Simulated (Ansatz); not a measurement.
Ansatz (a first-principles code) input for Ga(Et)3 (C6H15Ga), SMILES C[CH2][Ga]([CH2]C)[CH2]C, B3LYP-D3(BJ)/def2-SVP. 

Ansatz 0.2 input:
```yaml
crystal:
  periodic: [false, false, false]
  atoms:
    - {symbol: Ga, position_ang: [0.20871464, -0.18412041, 0.13937315]}
    - {symbol: C, position_ang: [2.17122519, 0.03505038, -0.51394397]}
    - {symbol: C, position_ang: [2.44114007, 1.43661350, -1.06874363]}
    - {symbol: H, position_ang: [2.38490307, -0.71817509, -1.28321943]}
    - {symbol: H, position_ang: [2.86407765, -0.16994007, 0.31226594]}
    - {symbol: H, position_ang: [2.23059054, 2.19552594, -0.31346917]}
    - {symbol: H, position_ang: [1.80569508, 1.63763468, -1.93258451]}
    - {symbol: H, position_ang: [3.48138652, 1.54810293, -1.37932373]}
    - {symbol: C, position_ang: [-0.54295230, -2.09681797, 0.45631880]}
    - {symbol: C, position_ang: [-1.90039469, -2.06709997, 1.16397836]}
    - {symbol: H, position_ang: [0.17276172, -2.68387755, 1.04607079]}
    - {symbol: H, position_ang: [-0.64245040, -2.61769160, -0.50461184]}
    - {symbol: H, position_ang: [-2.62086720, -1.48475351, 0.58705585]}
    - {symbol: H, position_ang: [-1.80998372, -1.60687867, 2.14921340]}
    - {symbol: H, position_ang: [-2.30423356, -3.07258174, 1.29416479]}
    - {symbol: C, position_ang: [-1.01654760, 1.46993869, 0.40361317]}
    - {symbol: C, position_ang: [-1.80061092, 1.79335156, -0.87541637]}
    - {symbol: H, position_ang: [-0.42359095, 2.34713577, 0.69128184]}
    - {symbol: H, position_ang: [-1.72571594, 1.28808458, 1.22112545]}
    - {symbol: H, position_ang: [-2.41724061, 0.94434398, -1.17624068]}
    - {symbol: H, position_ang: [-1.12063505, 2.02085706, -1.69798841]}
    - {symbol: H, position_ang: [-2.45600917, 2.65372847, -0.72914602]}
basis:
  gaussian:
    orbitals: def2-SVP
hamiltonian:
  xc: b3lyp
  dispersion: d3bj
relax: {f_tol: 0.002, max_steps: 200}
```

Output:

```
[...]
mean field: 1.50 GiB planned
mean field -58835.15101311 eV, -2162.1519198341 hartree, gradient 8.5e-5 eV, S^2 0.000000; 0 other end points of the search recorded, 0 dependent functions left out
the calculation of the forces begins
reference -58835.15131510 eV, -2162.1519309321 hartree; 41, 41 occupied and 150, 150 virtual orbitals, 2145 factors
relax step  11: F+E_penalty+E_count = -58835.96344617 eV  Δ(F+E_penalty+E_count) = -2.946e-4 eV  max|allowed force component| = 2.760e-2 eV/Å  Δτ_max = 0.0305 Å  (25 SCF iters, accepted)
these checks for a lower state are left out or cut short: starts, cluster_reference, orbital_swaps, neighbouring_geometries, increment
integrals: 0.29 GiB planned
2145 factors; integrals over basis functions are off by at most 3.9e-4 eV
mean field: 1.50 GiB planned
mean field -58835.15090367 eV, -2162.1519158124 hartree, gradient 8.4e-5 eV, S^2 0.000000; 0 other end points of the search recorded, 0 dependent functions left out
the calculation of the forces begins
reference -58835.15120579 eV, -2162.1519269148 hartree; 41, 41 occupied and 150, 150 virtual orbitals, 2145 factors
relax step  12: F+E_penalty+E_count = -58835.96371946 eV  Δ(F+E_penalty+E_count) = -2.733e-4 eV  max|allowed force component| = 2.744e-2 eV/Å  Δτ_max = 0.0615 Å  (25 SCF iters, accepted)
these checks for a lower state are left out or cut short: starts, cluster_reference, orbital_swaps, neighbouring_geometries, increment
integrals: 0.29 GiB planned
2145 factors; integrals over basis functions are off by at most 3.9e-4 eV
mean field: 1.50 GiB planned
mean field -58835.15086141 eV, -2162.1519142593 hartree, gradient 8.3e-5 eV, S^2 0.000000; 0 other end points of the search recorded, 0 dependent functions left out
the calculation of the forces begins
reference -58835.15116351 eV, -2162.1519253610 hartree; 41, 41 occupied and 150, 150 virtual orbitals, 2145 factors
relax step  13: F+E_penalty+E_count = -58835.96382713 eV  Δ(F+E_penalty+E_count) = -1.077e-4 eV  max|allowed force component| = 2.257e-2 eV/Å  Δτ_max = 0.0167 Å  (26 SCF iters, accepted)
these checks for a lower state are left out or cut short: starts, cluster_reference, orbital_swaps, neighbouring_geometries, increment
integrals: 0.29 GiB planned
2145 factors; integrals over basis functions are off by at most 3.9e-4 eV
mean field: 1.50 GiB planned
mean field -58835.15111357 eV, -2162.1519235260 hartree, gradient 1.9e-5 eV, S^2 0.000000; 0 other end points of the search recorded, 0 dependent functions left out
the calculation of the forces begins
reference -58835.15141571 eV, -2162.1519346293 hartree; 41, 41 occupied and 150, 150 virtual orbitals, 2145 factors
relax step  14: F+E_penalty+E_count = -58835.96396169 eV  Δ(F+E_penalty+E_count) = -1.346e-4 eV  max|allowed force component| = 1.626e-2 eV/Å  Δτ_max = 0.0153 Å  (23 SCF iters, accepted)
these checks for a lower state are left out or cut short: starts, cluster_reference, orbital_swaps, neighbouring_geometries, increment
integrals: 0.29 GiB planned
2145 factors; integrals over basis functions are off by at most 3.9e-4 eV
mean field: 1.50 GiB planned
mean field -58835.15140417 eV, -2162.1519342054 hartree, gradient 8.2e-5 eV, S^2 0.000000; 0 other end points of the search recorded, 0 dependent functions left out
the calculation of the forces begins
reference -58835.15170634 eV, -2162.1519453099 hartree; 41, 41 occupied and 150, 150 virtual orbitals, 2145 factors
relax step  15: F+E_penalty+E_count = -58835.96408095 eV  Δ(F+E_penalty+E_count) = -1.193e-4 eV  max|allowed force component| = 1.367e-2 eV/Å  Δτ_max = 0.0388 Å  (25 SCF iters, accepted)
these checks for a lower state are left out or cut short: starts, cluster_reference, orbital_swaps, neighbouring_geometries, increment
integrals: 0.29 GiB planned
2145 factors; integrals over basis functions are off by at most 3.9e-4 eV
mean field: 1.50 GiB planned
mean field evaluation 96: about -58835.1516 eV, gradient 8.2e-5 eV
mean field -58835.15162176 eV, -2162.1519422017 hartree, gradient 8.2e-5 eV, S^2 0.000000; 0 other end points of the search recorded, 0 dependent functions left out
the calculation of the forces begins
reference -58835.15192388 eV, -2162.1519533043 hartree; 41, 41 occupied and 150, 150 virtual orbitals, 2145 factors
relax step  16: F+E_penalty+E_count = -58835.96410826 eV  Δ(F+E_penalty+E_count) = -2.731e-5 eV  max|allowed force component| = 2.508e-2 eV/Å  Δτ_max = 0.0483 Å  (24 SCF iters, accepted)
these checks for a lower state are left out or cut short: starts, cluster_reference, orbital_swaps, neighbouring_geometries, increment
integrals: 0.29 GiB planned
2145 factors; integrals over basis functions are off by at most 3.9e-4 eV
mean field: 1.50 GiB planned
mean field -58835.15169527 eV, -2162.1519449031 hartree, gradient 7.9e-6 eV, S^2 0.000000; 0 other end points of the search recorded, 0 dependent functions left out
the calculation of the forces begins
reference -58835.15199741 eV, -2162.1519560066 hartree; 41, 41 occupied and 150, 150 virtual orbitals, 2145 factors
relax step  17: F+E_penalty+E_count = -58835.96416949 eV  Δ(F+E_penalty+E_count) = -6.122e-5 eV  max|allowed force component| = 9.036e-3 eV/Å  Δτ_max = 0.0040 Å  (23 SCF iters, accepted)
these checks for a lower state are left out or cut short: starts, cluster_reference, orbital_swaps, neighbouring_geometries, increment
integrals: 0.29 GiB planned
2145 factors; integrals over basis functions are off by at most 3.9e-4 eV
mean field: 1.50 GiB planned
mean field -58835.15173166 eV, -2162.1519462404 hartree, gradient 1.8e-5 eV, S^2 0.000000; 0 other end points of the search recorded, 0 dependent functions left out
the calculation of the forces begins
reference -58835.15203379 eV, -2162.1519573433 hartree; 41, 41 occupied and 150, 150 virtual orbitals, 2145 factors
relax step  18: F+E_penalty+E_count = -58835.96419262 eV  Δ(F+E_penalty+E_count) = -2.314e-5 eV  max|allowed force component| = 7.733e-3 eV/Å  Δτ_max = 0.0070 Å  (22 SCF iters, accepted)
these checks for a lower state are left out or cut short: starts, cluster_reference, orbital_swaps, neighbouring_geometries, increment
integrals: 0.29 GiB planned
2145 factors; integrals over basis functions are off by at most 3.9e-4 eV
mean field: 1.50 GiB planned
mean field -58835.15179220 eV, -2162.1519484651 hartree, gradient 8.0e-5 eV, S^2 0.000000; 0 other end points of the search recorded, 0 dependent functions left out
the calculation of the forces begins
reference -58835.15209430 eV, -2162.1519595671 hartree; 41, 41 occupied and 150, 150 virtual orbitals, 2145 factors
relax step  19: F+E_penalty+E_count = -58835.96421276 eV  Δ(F+E_penalty+E_count) = -2.013e-5 eV  max|allowed force component| = 2.954e-3 eV/Å  Δτ_max = 0.0192 Å  (25 SCF iters, accepted)
these checks for a lower state are left out or cut short: starts, cluster_reference, orbital_swaps, neighbouring_geometries, increment
integrals: 0.29 GiB planned
2145 factors; integrals over basis functions are off by at most 3.9e-4 eV
mean field: 1.50 GiB planned
mean field -58835.15183919 eV, -2162.1519501918 hartree, gradient 8.0e-5 eV, S^2 0.000000; 0 other end points of the search recorded, 0 dependent functions left out
the calculation of the forces begins
reference -58835.15214127 eV, -2162.1519612930 hartree; 41, 41 occupied and 150, 150 virtual orbitals, 2145 factors
relax step  20: F+E_penalty+E_count = -58835.96422273 eV  Δ(F+E_penalty+E_count) = -9.971e-6 eV  max|allowed force component| = 5.434e-3 eV/Å  Δτ_max = 0.0276 Å  (25 SCF iters, accepted)
these checks for a lower state are left out or cut short: starts, cluster_reference, orbital_swaps, neighbouring_geometries, increment
integrals: 0.29 GiB planned
2145 factors; integrals over basis functions are off by at most 3.9e-4 eV
mean field: 1.50 GiB planned
mean field -58835.15181062 eV, -2162.1519491419 hartree, gradient 2.9e-5 eV, S^2 0.000000; 0 other end points of the search recorded, 0 dependent functions left out
the calculation of the forces begins
reference -58835.15211269 eV, -2162.1519602428 hartree; 41, 41 occupied and 150, 150 virtual orbitals, 2145 factors
relax step  21: F+E_penalty+E_count = -58835.96422653 eV  Δ(F+E_penalty+E_count) = -3.801e-6 eV  max|allowed force component| = 3.004e-3 eV/Å  Δτ_max = 0.0012 Å  (18 SCF iters, accepted)
these checks for a lower state are left out or cut short: starts, cluster_reference, orbital_swaps, neighbouring_geometries, increment
integrals: 0.29 GiB planned
2145 factors; integrals over basis functions are off by at most 3.9e-4 eV
mean field: 1.50 GiB planned
mean field -58835.15176402 eV, -2162.1519474295 hartree, gradient 5.4e-5 eV, S^2 0.000000; 0 other end points of the search recorded, 0 dependent functions left out
the calculation of the forces begins
reference -58835.15206608 eV, -2162.1519585300 hartree; 41, 41 occupied and 150, 150 virtual orbitals, 2145 factors
relax step  22: F+E_penalty+E_count = -58835.96422841 eV  Δ(F+E_penalty+E_count) = -1.881e-6 eV  max|allowed force component| = 1.070e-3 eV/Å  Δτ_max = 0.0036 Å  (20 SCF iters, accepted)
integrals: 0.29 GiB planned
2145 factors; integrals over basis functions are off by at most 3.9e-4 eV
mean field: 1.50 GiB planned
mean field evaluation 128: about -58835.1518 eV, gradient 5.4e-5 eV
mean field -58835.15176402 eV, -2162.1519474295 hartree, gradient 5.4e-5 eV, S^2 0.000000; 1 other end points of the search recorded, 0 dependent functions left out
the calculation of the forces begins
reference -58835.15206608 eV, -2162.1519585300 hartree; 41, 41 occupied and 150, 150 virtual orbitals, 2145 factors
Total energy: -58835.96453047 eV, -2162.1818160456 hartree
Atom 0 at     0.213154    -0.180670     0.133776 Å, force     0.000016     0.000118    -0.000439 eV/Å
Atom 1 at     2.042584     0.028411    -0.643248 Å, force    -0.000257    -0.000774     0.000559 eV/Å
Atom 2 at     2.458538     1.467625    -0.966630 Å, force     0.000423     0.001070    -0.000338 eV/Å
Atom 3 at     2.086839    -0.604583    -1.549239 Å, force    -0.000122    -0.000348    -0.000624 eV/Å
Atom 4 at     2.759371    -0.438367     0.057815 Å, force     0.000342    -0.000087     0.000329 eV/Å
Atom 5 at     2.457452     2.104564    -0.066324 Å, force     0.000058     0.000292     0.000642 eV/Å
Atom 6 at     1.768433     1.939820    -1.685883 Å, force    -0.000495     0.000206    -0.000400 eV/Å
Atom 7 at     3.471011     1.527191    -1.403174 Å, force     0.000091    -0.000271     0.000024 eV/Å
Atom 8 at    -0.488765    -1.999880     0.571929 Å, force     0.000545    -0.000203    -0.000003 eV/Å
Atom 9 at    -1.920583    -2.038127     1.117353 Å, force    -0.000736     0.000029     0.000296 eV/Å
Atom 10 at     0.214970    -2.465674     1.286847 Å, force    -0.000056    -0.000119     0.000067 eV/Å
Atom 11 at    -0.402200    -2.613765    -0.344054 Å, force    -0.000176     0.000026    -0.000100 eV/Å
Atom 12 at    -2.640449    -1.602196     0.404385 Å, force     0.000023     0.000136    -0.000040 eV/Å
Atom 13 at    -2.016440    -1.461177     2.052345 Å, force     0.000160     0.000078     0.000081 eV/Å
Atom 14 at    -2.262787    -3.065140     1.334990 Å, force     0.000114    -0.000031    -0.000092 eV/Å
Atom 15 at    -0.956398     1.425316     0.376941 Å, force     0.000218     0.000053     0.000298 eV/Å
Atom 16 at    -1.793901     1.711699    -0.882369 Å, force     0.000060    -0.000099    -0.000165 eV/Å
Atom 17 at    -0.330439     2.301646     0.616285 Å, force    -0.000083     0.000036    -0.000048 eV/Å
Atom 18 at    -1.623829     1.265430     1.240683 Å, force    -0.000047    -0.000007     0.000025 eV/Å
Atom 19 at    -2.454996     0.866083    -1.139023 Å, force    -0.000008    -0.000045    -0.000081 eV/Å
Atom 20 at    -1.159435     1.903682    -1.764754 Å, force     0.000014    -0.000001     0.000028 eV/Å
Atom 21 at    -2.442868     2.596541    -0.758877 Å, force    -0.000085    -0.000059    -0.000020 eV/Å
Dipole moment:     0.022432    -0.020408     0.012983 e Å
```

Self-consistency was reached.
